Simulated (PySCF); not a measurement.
# Computed properties of CH5BFN, SMILES FBNC

B(F)(H)(NHMe) (CH5BFN), SMILES CNBF. Geometry: PBE0-D3(BJ)/def2-SVP. The values are those of a single conformer. All values are computed for the isolated molecule unless a solvent is named; none is compared with measurement here.

**Structure.** The optimised structure has Cs symmetry. All 21 harmonic modes at PBE0-D3(BJ)/def2-SVP (PySCF) are real, so it is a minimum. With heavy atoms numbered as in [BH:1]([F:2])[NH:4][CH3:5], the shortest bond between them is B1–F2 at 1.338 Å and the longest N4–C5 at 1.439 Å.

**Vibrations.** The strongest infrared lines (harmonic, unscaled, degenerate partners summed) lie at 1600 cm⁻¹ (333 km/mol, N 38 %, B 33 %, H 26 %), 2635 cm⁻¹ (139 km/mol, H 91 %, B 9 %), 679 cm⁻¹ (123 km/mol, H 81 %, N 12 %). The softest mode is at 173 cm⁻¹ and the zero-point energy is 44.8 kcal/mol.

**Electronic structure.** CAM-B3LYP/def2-TZVPD (PySCF) places the frontier levels at -9.21 and 0.71 eV, a gap of 9.92 eV, and gives a dipole moment of 2.46 D and a mean polarisability of 37.8 bohr³.

**Excitations.** TDDFT-PBE0/def2-SVPD (PySCF) has S1 at 7.11 eV (174 nm, f = 0.001, dark); the most intense of the 10 singlets computed lies at 7.73 eV (f = 0.20). T1 (TDA) is at 6.07 eV. No vertical singlet excitation falls in the visible range (under 3.1 eV).

**NMR.** GIAO shifts at PBE0/pcSseg-1 (PySCF) (non-relativistic, atoms alike by connectivity averaged): ¹³C at 32.2 ppm against TMS; ¹H from 3.1 to 4.6 ppm against TMS; ¹⁹F at -117.5 ppm against CFCl3; ¹¹B at 15.7 ppm against BF3.
